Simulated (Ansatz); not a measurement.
System: sum formula WO2F, net charge 0, doublet state. The spin state was set by rule; other spins were not relaxed. 
Structure (B3LYP-D3(BJ)/def2-TZVP (Ansatz, a program for electronic structure) minimum search):
```
W
O 1 1.7104
O 1 1.7104 2 110.39
F 1 1.8791 2 120.13 3 146.59
```
Charge 0, spin multiplicity 2.

Total electronic energies in hartree. Cores are frozen in the correlated levels unless marked. UHF or UKS for open shells. No spin-orbit coupling. The frozen core is the preceding noble-gas configuration, with the filled d and f shells of earlier blocks. In def2 rows, elements after Kr have scalar-relativistic effective core potentials. CBS marks a two-point X^-3 extrapolation of the correlation energy; Hartree-Fock from the larger set. [CCSD(T)-MP2]/basis is that difference in the basis named.

The UHF reference is spin-contaminated (<S^2> 0.20 over the pure value in the largest basis). 

```json
[
 {"level": "HF/def2-SVP", "program": "Ansatz", "energy (Eh)": "-315.41421"},
 {"level": "HF/def2-TZVPP", "program": "Ansatz", "energy (Eh)": "-315.76974"},
 {"level": "HF/def2-QZVPPD", "program": "Ansatz", "energy (Eh)": "-315.78298"},
 {"level": "BLYP-D4/def2-TZVPD", "program": "Ansatz + dftd4", "energy (Eh)": "-317.62726"},
 {"level": "BLYP/def2-TZVPD", "program": "Ansatz", "energy (Eh)": "-317.62112"},
 {"level": "revPBE-D4/def2-TZVPD", "program": "Ansatz + dftd4", "energy (Eh)": "-317.64606"},
 {"level": "r2SCAN/def2-TZVPD", "program": "Ansatz", "energy (Eh)": "-317.56418"},
 {"level": "r2SCAN-D4/def2-TZVPD", "program": "Ansatz + dftd4", "energy (Eh)": "-317.56479"},
 {"level": "B3LYP-D4/def2-TZVPD", "program": "Ansatz + dftd4", "energy (Eh)": "-317.65290"},
 {"level": "PBE0-D3(BJ)/def2-TZVP", "program": "Ansatz + dftd3", "energy (Eh)": "-317.35591"},
 {"level": "PBE0-D3(BJ)/def2-TZVPD", "program": "Ansatz + dftd3", "energy (Eh)": "-317.35864"},
 {"level": "PBE0-D4/def2-TZVPD", "program": "Ansatz + dftd4", "energy (Eh)": "-317.35894"},
 {"level": "PBE0/def2-TZVP", "program": "Ansatz", "energy (Eh)": "-317.35384"},
 {"level": "PBE0/def2-TZVPD", "program": "Ansatz", "energy (Eh)": "-317.35656"},
 {"level": "CAM-B3LYP-D4/def2-TZVPD", "program": "Ansatz + dftd4", "energy (Eh)": "-317.50540"},
 {"level": "LC-wPBE-D3(BJ)/def2-TZVPD", "program": "Ansatz + dftd3", "energy (Eh)": "-317.48767"},
 {"level": "B2GP-PLYP-D3(BJ)/def2-TZVPD", "program": "Ansatz + dftd3", "energy (Eh)": "-317.20740"},
 {"level": "B2GP-PLYP-D4/def2-TZVPD", "program": "Ansatz + dftd4", "energy (Eh)": "-317.20548"},
 {"level": "MP2/def2-SVP", "program": "Ansatz", "energy (Eh)": "-316.17580"},
 {"level": "MP2/def2-SVPD", "program": "Ansatz", "energy (Eh)": "-316.23217"},
 {"level": "RI-MP2/def2-TZVPP", "program": "Ansatz", "energy (Eh)": "-316.72346"},
 {"level": "RI-MP2/def2-TZVPPD", "program": "Ansatz", "energy (Eh)": "-316.73107"},
 {"level": "RI-MP2/CBS(def2-TZVPP,def2-QZVPP)+[CCSD(T)-MP2]/def2-TZVPP", "program": "Ansatz", "energy (Eh)": "-316.8748"}
]
```

Totals of different functionals don't rank their quality; only differences between species are comparable.
